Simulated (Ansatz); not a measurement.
A nudged elastic band was laid between two geometries of C$_{2}$H$_{6}$O$_{2}$Zn (11 atoms, charge 0, multiplicity 1).

The calculation used RKS BLYP-D4/def2-SVP (Ansatz).

- movable images: 5
- climbing image: yes
- spring: 5.0 eV/Å²
- optimiser: quadratic models (default)
- start path: through a guess of the saddle point
- force threshold: 0.03 eV/Å
- iteration limit: 60
- end points: relaxed

First end point:

```xyz
11
Properties=species:S:1:pos:R:3
C -0.713 -0.886 2.506
O 0.076 0.132 1.916
Zn 0.518 0.150 0.182
O 1.227 0.245 -1.459
C 0.563 0.842 -2.559
H -0.826 -0.661 3.592
H -1.747 -0.957 2.085
H -0.260 -1.906 2.435
H -0.397 0.338 -2.834
H 1.226 0.774 -3.452
H 0.333 1.927 -2.412
```

Last end point:

```xyz
11
Properties=species:S:1:pos:R:3
C -0.664 -0.797 2.376
O -0.276 -0.100 1.220
Zn 0.651 -0.837 -0.203
O 1.189 0.323 -1.956
C 0.407 1.405 -2.420
H -1.188 -0.093 3.068
H -1.382 -1.637 2.185
H 0.189 -1.230 2.960
H -0.539 1.126 -2.921
H 1.307 -0.320 -2.682
H 0.306 2.162 -1.627
```

Q: What changes between the two ends?

A: Bonds broken: C5–H10. Bonds formed: O4–H10.

Q: Give the energies along the band, and the barrier.

A: It converged. The highest image is number 3 of 0 to 6, 3.45 eV above the first end and 0.46 eV above the last; the last end lies 2.99 eV above the first. Neighbouring images differ by up to 3.2 eV, so the band resolves the path poorly. A vibrational analysis at the climbing image gives one clearly imaginary mode, 889i cm⁻¹: a first-order saddle point. The orbitals stay closed-shell, which can raise the energy where a bond breaks towards radicals; this wasn't checked here.

```csv
image,path coordinate (Å),energy (eV),C5–H10 (Å),O4–H10 (Å)
0,0.00,0.00,1.11,2.06
1,0.99,0.03,1.12,2.07
2,1.98,0.27,1.11,1.93
3,2.97,3.45,1.58,1.03
4,4.12,3.06,1.95,0.97
5,5.26,3.00,1.96,0.98
6,6.40,2.99,1.96,0.98
```

Q: What is the geometry of the highest image?

A: 
```xyz
11
Properties=species:S:1:pos:R:3
C -0.567 -0.857 2.561
O 0.033 0.109 1.711
Zn 0.345 -0.152 -0.034
O 0.750 -0.101 -1.837
C 0.451 1.233 -2.873
H -0.593 -0.440 3.593
H -1.621 -1.101 2.282
H -0.004 -1.820 2.614
H -0.291 0.804 -3.581
H 1.595 0.364 -2.205
H -0.097 1.961 -2.232
```

The run took 7.1 min on 2 threads of Intel(R) Xeon(R) Platinum 8488C (Sapphire Rapids) (shared host), peak memory 0.27 GiB.
